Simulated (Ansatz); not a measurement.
Abridged output of a molecular run in Ansatz:

```
Functional definition: HF
2097 factors; integrals over basis functions are off by at most 1.0e-3 eV
mean field evaluation 1: about -25033.5233 eV, gradient 6.6e1 eV
mean field evaluation 2: about -25033.9040 eV, gradient 6.7e1 eV
mean field evaluation 4: about -25041.7666 eV, gradient 4.5e0 eV
mean field evaluation 8: about -25041.8633 eV, gradient 3.3e-1 eV
mean field -25041.86374505 eV, -920.2715186456 hartree, gradient 5.4e-6 eV, S^2 0.000000; 0 other end points of the search recorded, 0 dependent functions left out
15 core orbitals not correlated: weight in the atoms' cores, before any rotation towards them, 1.000 or more for the frozen orbitals, at most 0.000 for the correlated occupied ones
reference -25041.86374505 eV, -920.2715186456 hartree; 22, 22 occupied and 314, 314 virtual orbitals, 2097 factors
second order -37.47090757 eV of doubles, -0.00000000 eV of singles
cycle   1  -37.53611992 eV  change   -6.5e-2 eV  update   1.2e-1
cycle   2  -38.33541035 eV  change   -8.0e-1 eV  update   3.4e-2
cycle   3  -38.51185343 eV  change   -1.8e-1 eV  update   1.7e-2
cycle   4  -38.49039665 eV  change    2.1e-2 eV  update   3.4e-3
cycle   5  -38.48916765 eV  change    1.2e-3 eV  update   1.5e-3
cycle   6  -38.49006966 eV  change   -9.0e-4 eV  update   4.1e-4
cycle   7  -38.48981858 eV  change    2.5e-4 eV  update   1.6e-4
cycle   8  -38.48972398 eV  change    9.5e-5 eV  update   4.5e-5
cycle   9  -38.48972965 eV  change   -5.7e-6 eV  update   1.6e-5
perturbative correction -1.39017577 eV, -0.0510880173 hartree
Total energy: -25081.74365046 eV, -921.7370781381 hartree
```

Its atoms:

Z-matrix (Å, degrees):
```
Si
C 1 1.877
O 1 1.643 2 109.9
H 1 1.490 2 108.5 3 123.1
H 1 1.485 2 110.8 3 -117.7
Si 2 1.846 1 114.5 3 -56.9
H 2 1.096 1 109.5 3 -179.2
H 2 1.096 1 107.5 3 64.7
H 3 0.965 1 112.9 2 37.5
O 6 1.651 2 104.6 1 45.6
O 6 1.634 2 113.8 1 -71.8
O 6 1.642 2 114.0 1 168.5
H 10 0.959 6 116.6 2 -172.0
H 11 0.958 6 116.8 2 -103.5
H 12 0.958 6 118.3 2 -48.2
```

Problem. Which basis set was used?
A. def2-TZVPPD
B. def2-TZVPP
C. cc-pV(D+d)Z
D. def2-QZVPP

Solution. B. It gives 351 functions.

Problem. Write the keys of the input that set method, charge and spin (a neutral closed shell needs none for the last two).

Solution. 
```yaml
correlation: {method: ccsd_t}
```
